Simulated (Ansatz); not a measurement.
Harmonic frequencies (cm⁻¹) at PBE0-D4/def2-TZVP from Ansatz: 94, 188, 217, 381, 449, 561, 593, 632, 836, 870, 1040, 1152, 1202, 1267, 1292, 1407, 1885, 3088.

Each molecule was computed in one conformer, which needn't be the lowest.

**Question.** Which molecule is it?
A. `O=C(O)C(F)(F)F`
B. `O=COC(F)(F)F`
C. `N#CCCO`
D. `C#CCO`

**Answer.** B.
